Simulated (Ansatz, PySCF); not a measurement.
Gas-phase reaction in SMILES: CC[SiH3] [ethylsilane] → C[CH][SiH3] + H atom (the C-H bond at the site shown breaks; other sites are not compared here)
Geometries: B3LYP-D3(BJ)/def2-TZVP minima from Ansatz (a program for electronic structure).
Geometry of the first species:
```xyz
11

C     -1.6917     0.4200     0.0435
C     -0.5724    -0.5409    -0.3764
Si     1.1433     0.0254     0.1477
H     -2.6708     0.0585    -0.2775
H     -1.7251     0.5412     1.1284
H     -1.5481     1.4115    -0.3913
H     -0.7490    -1.5347     0.0460
H     -0.5732    -0.6705    -1.4630
H      1.4545     1.3480    -0.4505
H      1.2128     0.1596     1.6246
H      2.1783    -0.9447    -0.2874
```
Charge 0, spin multiplicity 1.

Wanted: bond dissociation energy (enthalpy at 298 K, with B3LYP-D3(BJ) rigid-rotor harmonic-oscillator terms from PySCF), in eV. Correlated levels leave the core frozen unless marked. UHF or UKS for open shells. No spin-orbit coupling. Non-relativistic. Basis-set limits of correlation are two-point, X^-3; Hartree-Fock from the larger set.

| level | program | bond dissociation energy (eV) |
|---|---|---|
| revPBE/def2-TZVPD | Ansatz | 3.91 |
| B3LYP-D3(BJ)/def2-TZVPD | Ansatz + dftd3 | 4.09 |
| B2GP-PLYP/def2-TZVPD | Ansatz | 4.09 |
| MP2/6-31G* | Ansatz | 3.87 |
| MP2/CBS(aug-cc-pV(T+d)Z,aug-cc-pV(Q+d)Z) | Ansatz | 4.25 |
| CCSD(T)/aug-cc-pV(D+d)Z | Ansatz | 4.06 |
| CCSD(T)/CBS(aug-cc-pV(T+d)Z,aug-cc-pV(Q+d)Z) | Ansatz | 4.21 |
